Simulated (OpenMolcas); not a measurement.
## W³⁺: terms and fine structure

```json
{"Program": "OpenMolcas", "Method": "SS-CASPT2, IPEA 0.25 Eh, imaginary shift 0.1 Eh (closed shells correlated: 5s 5p)", "Basis": "ANO-RCC-VQZP [9s8p6d4f3g2h]", "Scalar Hamiltonian": "DKH2, point nucleus", "Active space": "3 electrons in 5 orbitals (5d)", "State averaging": "2S+1 = 4 even, 10 roots; 2S+1 = 2 even, 40 roots", "Spin-orbit coupling": "state interaction with AMFI integrals over the reference wave functions, term energies averaged over their components"}
```

Spin-free terms above the lowest, with the occupations of the reference:

```json
{"Configuration": "5d³", "Term": "⁴F", "E (cm⁻¹)": "0.0", "Occupations": "5d 3.00"}
{"Configuration": "5d³", "Term": "²G", "E (cm⁻¹)": "9710", "Occupations": "5d 3.00"}
{"Configuration": "5d³", "Term": "⁴P", "E (cm⁻¹)": "9820", "Occupations": "5d 3.00"}
{"Configuration": "5d³", "Term": "²P", "E (cm⁻¹)": "11910", "Occupations": "5d 3.00"}
{"Configuration": "5d³", "Term": "²H", "E (cm⁻¹)": "13270", "Occupations": "5d 3.00"}
{"Configuration": "5d³", "Term": "²D(1)", "E (cm⁻¹)": "13810", "Occupations": "5d 3.00"}
{"Configuration": "5d³", "Term": "²F", "E (cm⁻¹)": "22300", "Occupations": "5d 3.00"}
{"Configuration": "5d³", "Term": "²D(2)", "E (cm⁻¹)": "36490", "Occupations": "5d 3.00"}
```

With spin-orbit coupling, above the lowest level:

| Configuration | Term | J | E (cm⁻¹) | Measured (cm⁻¹) | g | Term weight % | Second |
| --- | --- | --- | --- | --- | --- | --- | --- |
| 5d³ | ⁴F | 3/2 | 0.0 | 0.0 | 0.459 | 87 | 11 ²D(1) |
| 5d³ | ⁴F | 5/2 | 3680 | 3537 | 1.035 | 96 | 4 ²D(1) |
| 5d³ | ⁴F | 7/2 | 6970 | 6745 | 1.209 | 91 | 8 ²G |
| 5d³ | ⁴F | 9/2 | 9480 | 9256 | 1.258 | 71 | 24 ²G |
| 5d³ | ⁴P | 3/2 | 11130 |  | 1.394 | 45 | 37 ²P |
| 5d³ | ⁴P | 1/2 | 12820 | 11773 | 2.012 | 67 | 33 ²P |
| 5d³ | ²G | 7/2 | 15720 | 15261 | 0.926 | 89 | 9 ⁴F |
| 5d³ | ²H | 9/2 | 16520 | 16205 | 1.050 | 55 | 23 ⁴F |
| 5d³ | ⁴P | 5/2 | 17990 | 17190 | 1.559 | 90 | 7 ²D(1) |
| 5d³ | ²D(1) | 3/2 | 19690 |  | 1.217 | 45 | 43 ⁴P |
| 5d³ | ²P | 1/2 | 20340 | 18365 | 1.325 | 67 | 33 ⁴P |
| 5d³ | ²H | 11/2 | 22530 | 22223 | 1.091 | 100 |  |
| 5d³ | ²D(1) | 5/2 | 24140 | 22766 | 1.219 | 87 | 7 ⁴P |
| 5d³ | ²G | 9/2 | 24770 |  | 1.046 | 54 | 40 ²H |
| 5d³ | ²P | 3/2 | 27440 | 25168 | 1.194 | 56 | 30 ²D(1) |
| 5d³ | ²F | 5/2 | 29970 | 27938 | 0.894 | 90 | 8 ²D(2) |
| 5d³ | ²F | 7/2 | 30030 | 28412 | 1.136 | 97 | 3 ²G |
| 5d³ | ²D(2) | 5/2 | 45850 | 43287 | 1.181 | 88 | 8 ²F |
| 5d³ | ²D(2) | 3/2 | 45880 | 43742 | 0.803 | 98 |  |

Against the 15 measured excited levels shown (the list in J. Phys. B 45, 035001 (2012)) the mean absolute deviation is 1200 cm-1; the largest miss in energy is 5d³ ²D_5/2(2): computed 45850, measured 43287 cm⁻¹ (+5.9 %), and the largest in proportion 5d³ ²P_1/2 [67 %] (+10.8 %).

Spin-orbit coupling puts the lowest level 7844 cm⁻¹ below the lowest spin-free term.

A least-squares Racah fit to the terms below 60000 cm-1, each weighted by 2L + 1 and with a free common offset, gives B = 655 cm-1 and C = 2435 cm-1 (C/B = 3.72), with an rms deviation of 412 cm-1.

For ⁴F the intervals divided by the larger J are 1471.0, 941.3, 558.0 cm-1. Landé's interval rule makes them equal in pure LS coupling; they differ by 92 % of their mean. The multiplet is regular.

Term energies are means over components that CASPT2 splits; among the terms shown or strongly mixed into the levels shown the widest spread is 1900 cm-1 (5d³ ²P). The CASPT2 spread within a term exceeds the gap to the next term for 5d³ ²G and 5d³ ⁴P, 5d³ ²P and 5d³ ²H, 5d³ ²H and 5d³ ²D(1), so the order of their levels is uncertain. Measured partners are found by configuration, term and J. A level has none where our copy of the source lacks it or the pairing is in doubt (some pairs that miss far off the trend of their configuration count as doubtful), and it then counts in no deviation. Only configurations of the active space appear.

The term weight is that of the spin-free term in the level, not the purity of its configuration. A share in square brackets marks a mixed level and gives the weight of the term that names it. A number in round brackets counts repeated terms of one configuration in the order of the reference energies.
